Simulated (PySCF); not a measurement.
One formula, C5H15NOSi, several structures.

PySCF, B3LYP/def2-SVPD, density fitting, gas phase; each molecule at its own PBE0-D3(BJ)/def2-SVP geometry, one conformer. Singlet excitations by full TDDFT with frozen cores, triplets by Tamm–Dancoff TDDFT and ionisation energies by ΔSCF, from the lowest of the holes tried. 

Torsions of the conformers computed, which needn't be the lowest (atom-mapped SMILES):
- `[CH3:1][CH:2]([CH3:3])[Si@H:4]([OH:5])[N:6]([CH3:7])[CH3:8]`: C1–C2–Si4–O5 -63°, C2–Si4–N6–C7 167°, H–O5–Si4–C2 -68°
- `[CH3:1][CH:2]([CH3:3])[O:4][SiH2:5][N:6]([CH3:7])[CH3:8]`: C1–C2–O4–Si5 -146°, C2–O4–Si5–N6 -65°, O4–Si5–N6–C7 93°
- `[CH3:1][O:2][CH2:3][C:4]([CH3:5])([CH3:6])[SiH2:7][NH2:8]`: C1–O2–C3–C4 -179°, O2–C3–C4–C5 -67°, C3–C4–Si7–N8 163°, H–N8–Si7–C4 -146°, H–N8–Si7–C4 78°
- `[CH3:1][CH2:2][NH:3][SiH2:4][O:5][CH:6]([CH3:7])[CH3:8]`: C1–C2–N3–Si4 -137°, C2–N3–Si4–O5 -85°, N3–Si4–O5–C6 -154°, Si4–O5–C6–C7 152°
- `[CH3:1][CH2:2][C@@H:3]([CH3:4])[Si@H:5]([OH:6])[NH:7][CH3:8]`: C1–C2–C3–C4 61°, C2–C3–Si5–O6 -173°, C3–Si5–N7–C8 -171°, H–O6–Si5–C3 -75°
- `[CH3:1][CH2:2][C@@H:3]([CH3:4])[Si@@H:5]([OH:6])[NH:7][CH3:8]`: C1–C2–C3–C4 64°, C2–C3–Si5–O6 -60°, C3–Si5–N7–C8 -176°, H–O6–Si5–C3 68°

The conformers of `CCC[Si@H](N)OCC` aren't listed.

Reference: `CC(C)[Si@H](O)N(C)C`, with HOMO energy -6.16 eV, LUMO energy 0.03 eV, lowest singlet excitation 5.39 eV, lowest triplet excitation 5.26 eV, mean polarisability 101.6 au and vertical ionisation energy 8.22 eV.

Changes against it:

| molecule | Δ electronic energy (kcal/mol) | Δ HOMO energy (eV) | Δ LUMO energy (eV) | Δ lowest singlet excitation (eV) | Δ lowest triplet excitation (eV) | Δ mean polarisability (au) | Δ vertical ionisation energy (eV) |
| --- | --- | --- | --- | --- | --- | --- | --- |
| CCN[SiH2]OC(C)C | +2.3 | -0.54 | +0.35 | +0.66 | +0.57 | +2.0 | +0.58 |
| CCC[Si@H](N)OCC | -9.4 | -0.94 | +0.19 | +0.93 | +0.74 | +0.3 | +0.97 |
| CC[C@@H](C)[Si@H](O)NC | -6.6 | -0.42 | +0.06 | +0.35 | +0.27 | -0.4 | +0.52 |
| CC[C@@H](C)[Si@@H](O)NC | -6.4 | -0.40 | +0.04 | +0.32 | +0.27 | -0.5 | +0.50 |

Rows whose labels were lost:

```csv
row,Δ electronic energy (kcal/mol),Δ HOMO energy (eV),Δ LUMO energy (eV),Δ lowest singlet excitation (eV),Δ lowest triplet excitation (eV),Δ mean polarisability (au),Δ vertical ionisation energy (eV)
P,+33.6,-0.63,+0.11,+0.52,+0.38,+2.2,+0.49
Q,+9.8,-0.12,+0.23,+0.25,+0.27,+0.4,+0.12
```

Task: Which row belongs to which of `CC(C)O[SiH2]N(C)C` and `COCC(C)(C)[SiH2]N`?

Result: P = `COCC(C)(C)[SiH2]N` and Q = `CC(C)O[SiH2]N(C)C`. P and Q are told apart most clearly by the electronic energy (+33.6 against +9.8 kcal/mol).

Task: Which row has the smallest HOMO–LUMO gap and which the largest, and does the HOMO or the LUMO shift more there?

Result: Smallest, counted from the reference: Q, +0.35 eV (HOMO -0.12, LUMO +0.23), the larger shift being that of the LUMO. Largest: `CCC[Si@H](N)OCC`, +1.13 eV (HOMO -0.94, LUMO +0.19), the larger shift being that of the HOMO. The gap of the reference itself lies below all of them.
